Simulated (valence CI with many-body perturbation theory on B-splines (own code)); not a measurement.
## Forbidden lines of Hf49+

Level of theory: relativistic CI+MBPT: five valence electrons over a frozen Dirac-Fock core [Ar], radial functions for each j: 7 s, 7 p, 8 d, 6 f, 4 g, 1 h, with the one-electron correlation potential Σ1 (screened to all orders), the two-electron term Σ2, the three-electron term Σ3, Breit, model QED; selected single and double excitations, second order for the rest, scaled by the run's own slope (own B-spline code, finite nucleus).

The last digits are not significant, and no measured levels were compared; by estimate large intervals hold to a few tenths of a per cent, small ones and those within an open d or f shell to about a per cent. Excitations out of the core, of the other parity, are not computed and may begin above about 239 eV (a cautious bound); beyond it only levels of the ground parity were kept, without lifetimes. Only levels of the ground parity were solved; by the run's estimate the other parity begins above the list, which can be wrong where configurations are misplaced.

Lines 1 to 50 of 120 in falling wavelength, among levels below 239.32 eV, chosen from the decays that carry over 1 % of a level's rate. Wavelengths and rates use the calculated energies. Electric multipoles are in the length gauge, E1 and E2 with the static RPA response of the core. S is in atomic units (e²a₀⁴ for E2 and M2, e²a₀⁶ for E3), for M1 in squared Bohr magnetons. Weak lines are less certain than strong ones. Lines between different terms over intervals too small for the method are left out, as are lines whose strength nearly cancels.

Levels are named by their leading jj configuration (3d3/2^4 stands for four electrons in 3d with j = 3/2), which in mixed levels can hold well under half, so a name can repeat and another be missing. Letters in brackets count levels of one name in rising energy.

```csv
λ vac (Å),Upper,Lower,Type,A (s⁻¹),S (a.u.)
9439,(3d3/2^3 3d5/2^2) J=11/2,(3d3/2^3 3d5/2^2) J=7/2 [a],E2,2.29e-08,1.84e-05
2367,(3d3/2^3 3d5/2^2) J=9/2,(3d3/2^3 3d5/2^2) J=11/2,M1,6.34e+02,3.12e+00
1893,(3d3/2^3 3d5/2^2) J=9/2,(3d3/2^3 3d5/2^2) J=7/2 [a],M1,1.39e+03,3.50e+00
1492,(3d3/2^3 3d5/2^2) J=5/2 [b],(3d3/2^3 3d5/2^2) J=3/2 [a],M1,2.26e+03,1.67e+00
1077,(3d3/2^3 3d5/2^2) J=1/2,(3d3/2^3 3d5/2^2) J=3/2 [a],M1,1.80e+04,1.67e+00
856.4,(3d3/2^3 3d5/2^2) J=7/2 [b],(3d3/2^3 3d5/2^2) J=7/2 [a],M1,3.42e+03,6.38e-01
726.4,(3d3/2^2 3d5/2^3) J=1/2 [b],(3d3/2^2 3d5/2^3) J=3/2 [a],M1,2.95e+04,8.38e-01
724.9,(3d3/2^3 3d5/2^2) J=3/2 [b],(3d3/2^3 3d5/2^2) J=1/2,M1,3.10e+03,1.75e-01
647.0,(3d3/2^2 3d5/2^3) J=9/2 [c],(3d3/2^2 3d5/2^3) J=9/2 [b],M1,2.35e+04,2.36e+00
610.6,(3d3/2^3 3d5/2^2) J=3/2 [b],(3d3/2^3 3d5/2^2) J=5/2 [b],M1,1.00e+04,3.39e-01
578.9,(3d3/2^3 3d5/2^2) J=5/2 [b],(3d3/2^3 3d5/2^2) J=5/2 [a],M1,4.12e+04,1.78e+00
530.8,(3d3/2^2 3d5/2^3) J=3/2 [c],(3d3/2^2 3d5/2^3) J=1/2 [b],M1,1.68e+04,3.73e-01
447.2,(3d3/2^2 3d5/2^3) J=3/2 [b],(3d3/2^2 3d5/2^3) J=5/2 [a],M1,1.35e+04,1.79e-01
433.3,(3d3/2^3 3d5/2^2) J=3/2 [b],(3d3/2^3 3d5/2^2) J=3/2 [a],M1,2.68e+04,3.24e-01
416.8,(3d3/2^2 3d5/2^3) J=3/2 [c],(3d3/2^2 3d5/2^3) J=5/2 [c],M1,4.54e+04,4.87e-01
364.3,(3d3/2^2 3d5/2^3) J=1/2 [a],(3d3/2^3 3d5/2^2) J=3/2 [b],M1,1.77e+05,6.34e-01
351.9,(3d3/2^2 3d5/2^3) J=3/2 [a],(3d3/2^3 3d5/2^2) J=3/2 [b],M1,6.01e+04,3.88e-01
340.5,(3d3/2^2 3d5/2^3) J=5/2 [b],(3d3/2^3 3d5/2^2) J=3/2 [b],M1,1.06e+05,9.28e-01
297.2,(3d3/2^3 3d5/2^2) J=3/2 [b],(3d3/2^3 3d5/2^2) J=5/2 [a],M1,2.13e+04,8.28e-02
293.4,(3d3/2^2 3d5/2^3) J=5/2 [d],(3d3/2^2 3d5/2^3) J=5/2 [b],M1,9.69e+04,5.45e-01
272.9,(3d3/2^2 3d5/2^3) J=9/2 [a],(3d3/2^3 3d5/2^2) J=7/2 [b],M1,1.91e+05,1.44e+00
270.0,(3d3/2^2 3d5/2^3) J=5/2 [c],(3d3/2^3 3d5/2^2) J=3/2 [b],M1,5.39e+05,2.36e+00
266.0,(3d3/2^2 3d5/2^3) J=3/2 [b],(3d3/2^3 3d5/2^2) J=3/2 [b],M1,1.63e+04,4.56e-02
261.3,(3d3/2^2 3d5/2^3) J=7/2 [a],(3d3/2^3 3d5/2^2) J=5/2 [b],M1,3.96e+05,2.10e+00
261.0,(3d3/2^2 3d5/2^3) J=5/2 [a],(3d3/2^3 3d5/2^2) J=3/2 [a],M1,7.64e+04,3.02e-01
252.0,(3d3/2^2 3d5/2^3) J=5/2 [a],(3d3/2^3 3d5/2^2) J=7/2 [a],M1,3.50e+05,1.25e+00
247.4,(3d3/2^3 3d5/2^2) J=5/2 [a],(3d3/2^4 3d5/2) J=5/2,M1,2.24e+06,7.53e+00
243.5,(3d3/2^2 3d5/2^3) J=7/2 [a],(3d3/2^3 3d5/2^2) J=9/2,M1,6.20e+05,2.66e+00
242.5,(3d3/2^2 3d5/2^3) J=1/2 [a],(3d3/2^3 3d5/2^2) J=1/2,M1,1.02e+06,1.08e+00
242.1,(3d3/2 3d5/2^4) J=7/2 [a],(3d3/2^2 3d5/2^3) J=5/2 [c],M1,3.73e+05,1.57e+00
241.2,(3d3/2^2 3d5/2^3) J=11/2,(3d3/2^3 3d5/2^2) J=9/2,M1,2.49e+05,1.56e+00
240.6,(3d3/2^2 3d5/2^3) J=5/2 [d],(3d3/2^2 3d5/2^3) J=7/2 [a],M1,1.80e+05,5.57e-01
237.2,(3d3/2^2 3d5/2^3) J=5/2 [b],(3d3/2^3 3d5/2^2) J=7/2 [b],M1,2.49e+05,7.40e-01
237.0,(3d3/2^2 3d5/2^3) J=1/2 [b],(3d3/2^3 3d5/2^2) J=3/2 [b],M1,4.28e+04,4.23e-02
236.9,(3d3/2^2 3d5/2^3) J=3/2 [a],(3d3/2^3 3d5/2^2) J=1/2,M1,2.10e+05,4.15e-01
232.4,(3d3/2^2 3d5/2^3) J=9/2 [a],(3d3/2^3 3d5/2^2) J=9/2,M1,1.96e+04,9.13e-02
232.0,(3d3/2 3d5/2^4) J=5/2 [a],(3d3/2^2 3d5/2^3) J=3/2 [a],M1,5.05e+05,1.40e+00
231.2,(3d3/2 3d5/2^4) J=9/2,(3d3/2^2 3d5/2^3) J=7/2 [c],M1,3.53e+05,1.62e+00
228.1,(3d3/2 3d5/2^4) J=3/2 [a],(3d3/2^2 3d5/2^3) J=5/2 [c],M1,4.91e+05,8.64e-01
223.2,(3d3/2^2 3d5/2^3) J=3/2 [a],(3d3/2^3 3d5/2^2) J=5/2 [b],M1,8.29e+05,1.37e+00
223.0,(3d3/2 3d5/2^4) J=7/2 [a],(3d3/2^2 3d5/2^3) J=9/2 [b],M1,3.83e+05,1.26e+00
218.9,(3d3/2^2 3d5/2^3) J=11/2,(3d3/2^3 3d5/2^2) J=11/2,M1,1.55e+06,7.23e+00
218.6,(3d3/2^2 3d5/2^3) J=5/2 [b],(3d3/2^3 3d5/2^2) J=5/2 [b],M1,9.67e+05,2.25e+00
217.0,(3d3/2 3d5/2^4) J=11/2,(3d3/2^2 3d5/2^3) J=9/2 [b],M1,3.51e+05,1.60e+00
216.1,(3d3/2^2 3d5/2^3) J=9/2 [b],(3d3/2^3 3d5/2^2) J=7/2 [b],M1,2.77e+05,1.04e+00
215.8,(3d3/2^2 3d5/2^3) J=7/2 [a],(3d3/2^3 3d5/2^2) J=7/2 [a],M1,9.52e+05,2.84e+00
211.6,(3d3/2^2 3d5/2^3) J=9/2 [a],(3d3/2^3 3d5/2^2) J=11/2,M1,6.24e+05,2.19e+00
207.6,(3d3/2^2 3d5/2^3) J=7/2 [b],(3d3/2^3 3d5/2^2) J=7/2 [b],M1,2.96e+05,7.85e-01
207.4,(3d3/2^2 3d5/2^3) J=5/2 [d],(3d3/2^2 3d5/2^3) J=5/2 [a],M1,6.48e+04,1.29e-01
207.0,(3d3/2^2 3d5/2^3) J=9/2 [a],(3d3/2^3 3d5/2^2) J=7/2 [a],M1,9.51e+05,3.13e+00
```
